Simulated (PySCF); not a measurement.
**Dipole response of As⁺ (arsenic, charge +1)**

[Ar] 3d10 4s2 4p2, high-spin 3P determinant. Calculation: PySCF 2.14, in def2-QZVPPD (12s7p5d4f1g, 95 functions); no relativity, point nucleus. Coupled (time-dependent) response in atomic units; α is the mean over directions.

```tsv
method	mean α (bohr³)	α xx, yy, zz	C₆ (like pair)	S(−4)
UHF	17.29	16.48, 17.70, 17.70	107.3	87.67
PBE	17.11	15.81, 17.76, 17.76	105.1	88.00
PBE0	16.96	15.87, 17.51, 17.51	104.2	84.57
```

S(−4) is the Cauchy moment in α(ω) = α(0) + S(−4) ω² + …

Spin-orbit coupling is absent.

α(iu) at UHF:

```csv
u (hartree),α(iu) (bohr³)
0,17.29
0.0500,17.08
0.100,16.47
0.200,14.45
0.300,12.08
0.500,8.090
0.750,5.087
1.00,3.458
1.50,1.937
2.00,1.283
3.00,0.7310
5.00,0.3668
```

A single London oscillator, α(iu) = α/(1 + u²/ω²), gives C₆ = (3/4) ω α². Matching the computed C₆ needs ω = 4 × 107.3 / (3 × 17.29²) = 0.479 hartree.

For an ion, C₆ is the dispersion term alone; charge-induced terms of lower order in 1/R come first.

The components differ because the open shell of this determinant is not spherical; for a pure term their mean is the scalar polarisability.
